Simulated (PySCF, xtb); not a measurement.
GeH3, SMILES [GeH3+], charge +1.

xtb with GFN2-xTB at its own geometry gives an orbital gap of 3.81 eV.

Geometry optimised at B3LYP-D3(BJ)/def2-TZVPD.

Task: What does PySCF with PBE/def2-TZVPD give? (The exact figures need the calculation; the answer reports its results.)

Result: gap 4.89 eV (levels -15.96 and -11.07 eV).
